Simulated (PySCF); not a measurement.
# Computed vibrations of Hf(NH2)4

Hf(NH2)4 (singlet). PySCF 2.14.0, RKS PBE0, Hf def2-SVP with ECP60, N def2-SVP, H def2-SVP; non-relativistic Hamiltonian with scalar-relativistic core potentials where named; density fitting; no spin-orbit coupling. Central differences of gradients.

```xyz
13

Hf    0.0000    0.0000    0.0000
N     2.0941    0.0000    0.0000
H     2.7058    0.7859    0.2158
H     2.7058   -0.7859   -0.2158
N     0.0000    2.0941    0.0000
H    -0.7859    2.7058    0.2158
H     0.7859    2.7058   -0.2158
N    -2.0941    0.0000    0.0000
H    -2.7058   -0.7859    0.2158
H    -2.7058    0.7859   -0.2158
N     0.0000   -2.0941    0.0000
H     0.7859   -2.7058    0.2158
H    -0.7859   -2.7058   -0.2158
```

Run from Python with OMP_NUM_THREADS=2. Where DIIS fails, smearing, a level shift and second-order steps follow.
It took 75 s on 2 threads of Arm Neoverse V1, on a shared host.

Question: What are the harmonic wavenumbers and infrared intensities?

Answer: Modes are labelled in D4; negative numbers are unstable modes, those under 60 cm⁻¹ near the noise; a finer grid moves soft modes by up to 10 cm⁻¹.
```json
{"cm⁻¹": "-177", "km/mol": "–", "symmetry": "b2"}
{"cm⁻¹": "-91", "km/mol": "–", "symmetry": "a2"}
{"cm⁻¹": "110", "km/mol": "7.0", "symmetry": "e"}
{"cm⁻¹": "110", "km/mol": "7.0", "symmetry": "e"}
{"cm⁻¹": "222", "km/mol": "0.0", "symmetry": "b2"}
{"cm⁻¹": "329", "km/mol": "0.0", "symmetry": "a1"}
{"cm⁻¹": "362", "km/mol": "7.4", "symmetry": "e"}
{"cm⁻¹": "362", "km/mol": "7.4", "symmetry": "e"}
{"cm⁻¹": "374", "km/mol": "0.2", "symmetry": "a2"}
{"cm⁻¹": "409", "km/mol": "0.0", "symmetry": "b1"}
{"cm⁻¹": "452", "km/mol": "12.2", "symmetry": "e"}
{"cm⁻¹": "452", "km/mol": "12.2", "symmetry": "e"}
{"cm⁻¹": "515", "km/mol": "0.0", "symmetry": "b2"}
{"cm⁻¹": "556", "km/mol": "248.6", "symmetry": "e"}
{"cm⁻¹": "556", "km/mol": "248.6", "symmetry": "e"}
{"cm⁻¹": "574", "km/mol": "0.0", "symmetry": "b1"}
{"cm⁻¹": "575", "km/mol": "0.0", "symmetry": "b2"}
{"cm⁻¹": "616", "km/mol": "85.2", "symmetry": "e"}
{"cm⁻¹": "616", "km/mol": "85.2", "symmetry": "e"}
{"cm⁻¹": "621", "km/mol": "637.5", "symmetry": "a2"}
{"cm⁻¹": "627", "km/mol": "0.0", "symmetry": "a1"}
{"cm⁻¹": "1514", "km/mol": "0.0", "symmetry": "b1"}
{"cm⁻¹": "1519", "km/mol": "97.6", "symmetry": "e"}
{"cm⁻¹": "1519", "km/mol": "97.6", "symmetry": "e"}
{"cm⁻¹": "1538", "km/mol": "0.0", "symmetry": "a1"}
{"cm⁻¹": "3555", "km/mol": "40.6", "symmetry": "e"}
{"cm⁻¹": "3555", "km/mol": "40.6", "symmetry": "e"}
{"cm⁻¹": "3555", "km/mol": "0.0", "symmetry": "b1"}
{"cm⁻¹": "3557", "km/mol": "0.0", "symmetry": "a1"}
{"cm⁻¹": "3637", "km/mol": "5.9", "symmetry": "a2"}
{"cm⁻¹": "3638", "km/mol": "11.5", "symmetry": "e"}
{"cm⁻¹": "3638", "km/mol": "11.5", "symmetry": "e"}
{"cm⁻¹": "3639", "km/mol": "0.0", "symmetry": "b2"}
```

Question: Is this a minimum?

Answer: No: 2 unstable; the lowest moves the atoms so:
```
Hf   0.00  0.00  0.00
N    0.00  0.00 -0.22
H    0.02  0.01 -0.32
H   -0.02  0.01 -0.32
N    0.00  0.00  0.22
H    0.01 -0.02  0.32
H    0.01  0.02  0.32
N    0.00  0.00 -0.22
H   -0.02 -0.01 -0.32
H    0.02 -0.01 -0.32
N    0.00  0.00  0.22
H   -0.01  0.02  0.32
H   -0.01 -0.02  0.32
```
